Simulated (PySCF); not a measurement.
Compound: CH₁₀ClGe₃P.
Structure used (PBE0-D3(BJ)/def2-SVP), in Å, numbered top down from 1:
```
atom  x, y, z in Å
C1     2.6155    0.1406    0.3202
Ge2    1.1234   -1.0361   -0.1298
Ge3   -1.0085   -0.1380    0.6132
P4    -2.8391   -1.5479    0.2529
Ge5   -1.4465    1.9220   -0.5831
Cl6    0.3549    3.1340   -0.3194
H7     2.4351    1.1396   -0.0997
H8     3.5524   -0.2652   -0.0882
H9     2.7124    0.2313    1.4111
H10    1.3044   -2.4333    0.5025
H11    1.0139   -1.2194   -1.6591
H12   -1.0053    0.2153    2.1162
H13   -2.4087   -1.9166   -1.0598
H14   -2.2074   -2.6765    0.8620
H15   -2.6075    2.7742   -0.0405
H16   -1.6052    1.7253   -2.1025
```

The calculation used TDDFT wB97X-D/def2-SVPD, vertical, gas phase, core orbitals frozen in the response (PySCF 2.14.0, density-fitted response routines). Relativistic effects, spin–orbit coupling among them, are left out although an element past zinc is present.

Ground-to-excited transition dipoles (e·a0, same axes as the geometry; the sign carries no meaning), for the states with f of 0.002 or more among the lowest 6:

```json
{"state": "S1", "E (eV)": "5.682", "μx": "-0.334", "μy": "-0.095", "μz": "-0.108"}
{"state": "S2", "E (eV)": "5.925", "μx": "0.358", "μy": "0.427", "μz": "0.008"}
{"state": "S3", "E (eV)": "6.251", "μx": "1.151", "μy": "0.078", "μz": "0.044"}
{"state": "S4", "E (eV)": "6.373", "μx": "0.570", "μy": "0.667", "μz": "-0.239"}
{"state": "S5", "E (eV)": "6.595", "μx": "-0.417", "μy": "0.540", "μz": "-0.013"}
{"state": "S6", "E (eV)": "6.706", "μx": "0.058", "μy": "0.015", "μz": "0.175"}
```

(1) What oscillator strength does each state have?

(2) What angle do the transition dipoles of S1 and S3 make?

(3) What peak molar absorption coefficient would the strongest computed level give as a lone Gaussian band 0.3 eV wide at half height?

## Answers

(1) f = (2/3) ΔE |μ|² with ΔE in hartree (27.2114 eV).

```
state  |μ|² (au)  |μ| (D)      f
   S1      0.132     0.92  0.018
   S2      0.311     1.42  0.045
   S3      1.332     2.93  0.204
   S4      0.827     2.31  0.129
   S5      0.466     1.74  0.075
   S6      0.034     0.47  0.006
```

(2) |cos θ| = |μa·μb| / (|μa| |μb|) = 0.94, so θ ≈ 19° (taken between 0 and 90°, since the signs are arbitrary).

(3) ε(max) = 2.175×10⁸ f / FWHM, with the width in cm⁻¹. S3: 2.175×10⁸ × 0.2040 / 2420 ≈ 18000 L mol⁻¹ cm⁻¹.

Rough CPU time on one thread of a shared machine: about 4 min.

One conformer stands for the species.
